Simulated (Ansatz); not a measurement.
Reaction (substitution at a C–Si bond): `[SiH3]C[SiH2]Br` + `OCS` → `OCSC[SiH3]` + `[SiH3]Br`

Gas-phase electronic energies from Ansatz, PBE0-D4/def2-TZVP geometries. CCSD(T)/CBS is the MP2 limit (def2-TZVPP, def2-QZVPP) plus CCSD(T) − MP2 in def2-TZVPP, frozen cores. DFT in def2-TZVPP. For Br outer-core shells are correlated without core-valence functions, which leaves a few kJ/mol of doubt a bond. Scalar relativity is left out up to krypton. One conformer a species, not always the lowest.

`[SiH3]C[SiH2]Br`:

Cartesian coordinates in Å:
```
Si -1.168 0.789 -0.871
C 0.562 0.222 -0.414
Si 0.631 -0.870 1.086
Br 2.734 -1.473 1.512
H -1.768 1.557 0.252
H -1.129 1.657 -2.077
H -2.033 -0.386 -1.155
H 0.994 -0.320 -1.262
H 1.189 1.102 -0.237
H 0.131 -0.161 2.288
H -0.144 -2.116 0.878
```

`OCS`:

```xyz
7

O     1.041    0.369   -0.571
C    -0.009   -0.368    0.003
S    -1.575    0.474   -0.238
H     1.866   -0.092   -0.387
H    -0.144   -1.342   -0.483
H     0.150   -0.534    1.073
H    -1.328    1.492    0.602
```

`OCSC[SiH3]`:

Cartesian coordinates in Å:
```
O -2.109 0.661 -1.019
C -0.850 1.259 -0.905
S 0.523 0.194 -1.385
C 0.373 -1.084 -0.108
Si 1.223 -0.555 1.482
H -2.203 0.337 -1.921
H -0.743 1.558 0.139
H -0.745 2.149 -1.537
H -0.686 -1.316 0.029
H 0.849 -1.983 -0.508
H 0.683 0.754 1.936
H 1.003 -1.556 2.563
H 2.681 -0.418 1.235
```

`[SiH3]Br`:

```xyz
5

Si   -0.011    0.163    0.010
Br    0.140   -2.048   -0.120
H    -0.781    0.648   -1.159
H     1.358    0.726   -0.001
H    -0.706    0.511    1.270
```

| level | ΔE (kJ/mol) |
| --- | --- |
| PBE-D4 | 40.9 |
| PBE | 42.4 |
| MP2/def2-TZVPP | 47.7 |
| CCSD/def2-TZVPP | 49.9 |

What does CCSD(T)/CBS give? (Estimate.)

The calculation gave: +46.8 kJ/mol. The listed levels differ from it by -5.9, -4.4, 0.9, 3.1 kJ/mol.

Largest T1 diagnostic among the species: 0.011.

From PBE to PBE0 (25 % exact exchange), in def2-TZVPP and without D4, ΔE moves by +4.2 kJ/mol. In def2-TZVPP, CCSD(T) changes the Hartree–Fock value by −3.1 kJ/mol (the triples alone add −2.3 kJ/mol) and MP2 by −3.0 kJ/mol.
